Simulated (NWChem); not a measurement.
# CH4ClFOSi; SMILES CO[Si@H](F)Cl

```xyz
9

C     -1.0715     1.8994    -0.5268
O     -0.2438     1.3786     0.5054
Si     0.5464    -0.0672     0.4890
F      1.7741    -0.0529    -0.5833
Cl    -0.7307    -1.5796    -0.1136
H     -1.7841     1.1337    -0.9037
H     -0.4637     2.2693    -1.3806
H     -1.6500     2.7484    -0.1120
H      1.0831    -0.3065     1.8492
```
Atoms are numbered in this order, from 1.

Computed with NWChem. The geometry was optimised at PBE-D3(BJ)/def2-SVP.

### Question
Predict the results for Hartree-Fock/3-21G. Quantities: highest occupied level (eV); orbital gap (eV); dipole (D).

### Answer
* **highest occupied level (eV)**: -12.88
* **orbital gap (eV)**: 17.34
* **dipole (D)**: 1.86
